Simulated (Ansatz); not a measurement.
PAsAsSb tetrahedron (SbAs₂P). The state is a singlet with charge 0. Geometry r2SCAN-D4/def2-SVP; atoms count from 1.

```xyz
4

P     0.6833    1.1624    0.4777
As   -0.8098    0.4490   -1.1870
As   -0.9478   -0.4082    1.0960
Sb    1.0742   -1.2032   -0.3868
```

In the def2 sets Sb takes a core potential; there is no spin–orbit coupling.

Q: Estimate the Mulliken populations from the PBE0/def2-TZVP orbitals of Ansatz.

A: 
| atom | charge (e) |
| --- | --- |
| P1 | -0.17 |
| As2 | -0.02 |
| As3 | -0.02 |
| Sb4 | 0.20 |
Mulliken values depend strongly on the basis.

Q: And the Mayer bond orders between heavy atoms (over 0.3)?

A: P1–As2 1.05 (2.35 Å); P1–As3 1.05 (2.35 Å); P1–Sb4 1.01 (2.55 Å); As2–As3 1.02 (2.44 Å); As2–Sb4 1.01 (2.63 Å); As3–Sb4 1.01 (2.63 Å).
